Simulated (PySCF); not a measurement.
**Which functional comes closest?**

Molecule: SMILES CCP(CC)(=S)CC, C$_{6}$H$_{15}$PS.

Molfile (atoms numbered from 1):
```
C6H15PS
     RDKit          3D

 23 22  0  0  0  0  0  0  0  0999 V2000
    2.8743    0.3621    0.6817 C   0  0  0  0  0  0  0  0  0  0  0  0
    1.9643   -0.4344   -0.2385 C   0  0  0  0  0  0  0  0  0  0  0  0
    0.4210   -0.9876    0.5828 P   0  0  0  0  0  5  0  0  0  0  0  0
    0.7199   -2.0613    2.1897 S   0  0  0  0  0  0  0  0  0  0  0  0
   -0.4848   -1.8685   -0.7457 C   0  0  0  0  0  0  0  0  0  0  0  0
   -1.8408   -2.3864   -0.2954 C   0  0  0  0  0  0  0  0  0  0  0  0
   -0.5441    0.5327    0.9335 C   0  0  0  0  0  0  0  0  0  0  0  0
   -0.8578    1.4393   -0.2453 C   0  0  0  0  0  0  0  0  0  0  0  0
    3.0450   -0.1933    1.6163 H   0  0  0  0  0  0  0  0  0  0  0  0
    2.4370    1.3381    0.9432 H   0  0  0  0  0  0  0  0  0  0  0  0
    3.8476    0.5510    0.2048 H   0  0  0  0  0  0  0  0  0  0  0  0
    1.6971    0.1286   -1.1491 H   0  0  0  0  0  0  0  0  0  0  0  0
    2.4569   -1.3652   -0.5645 H   0  0  0  0  0  0  0  0  0  0  0  0
   -0.5642   -1.2008   -1.6205 H   0  0  0  0  0  0  0  0  0  0  0  0
    0.1766   -2.7030   -1.0311 H   0  0  0  0  0  0  0  0  0  0  0  0
   -2.5417   -1.5638   -0.0843 H   0  0  0  0  0  0  0  0  0  0  0  0
   -2.2968   -3.0205   -1.0701 H   0  0  0  0  0  0  0  0  0  0  0  0
   -1.7316   -2.9811    0.6240 H   0  0  0  0  0  0  0  0  0  0  0  0
    0.0298    1.0558    1.7154 H   0  0  0  0  0  0  0  0  0  0  0  0
   -1.4585    0.1748    1.4334 H   0  0  0  0  0  0  0  0  0  0  0  0
   -1.4187    2.3256    0.0882 H   0  0  0  0  0  0  0  0  0  0  0  0
    0.0557    1.8008   -0.7422 H   0  0  0  0  0  0  0  0  0  0  0  0
   -1.4739    0.9311   -1.0028 H   0  0  0  0  0  0  0  0  0  0  0  0
  1  2  1  0
  2  3  1  0
  3  4  2  0
  3  5  1  0
  5  6  1  0
  3  7  1  0
  7  8  1  0
  1  9  1  0
  1 10  1  0
  1 11  1  0
  2 12  1  0
  2 13  1  0
  5 14  1  0
  5 15  1  0
  6 16  1  0
  6 17  1  0
  6 18  1  0
  7 19  1  0
  7 20  1  0
  8 21  1  0
  8 22  1  0
  8 23  1  0
M  END
```

Geometry PBE0-D3(BJ)/def2-SVP throughout; GIAO in PySCF 2.14, gas phase, one conformer, non-relativistic; equivalent atoms averaged; basis pcSseg-1.

Reference values (measured; E. Pretsch, P. Bühlmann, M. Badertscher, Structure Determination of Organic Compounds, 4th ed., Springer 2009): δ(P3) = 53.0 ppm vs 85 % H3PO4. Computed shifts are taken against H3PO4, calculated as an isolated molecule at each level.

Q: How do the functionals LDA, BP86, OPBE, KT2, B97-2, wB97X-D perform against the reference? Times are CPU seconds on 1 thread of an Arm Neoverse V1, shared host; the GGAs took longer than the global hybrids here, which isn't the general rule, and the cause wasn't traced.

A: 
```
functional                    kind    P3  abs. error P  core-s
       LDA                     LDA  35.8          17.2      52
      BP86                     GGA  37.3          15.7      61
      OPBE                     GGA  24.0          29.0      61
       KT2                     GGA  28.3          24.7      64
     B97-2           global hybrid  33.4          19.6      39
   wB97X-D  range-separated hybrid  33.3          19.7      56
```

For ³¹P the closest is BP86 (15.7 ppm) and the furthest OPBE (29.0 ppm). One molecule is a small sample, and vibrational and solvent effects are absent from the calculation.
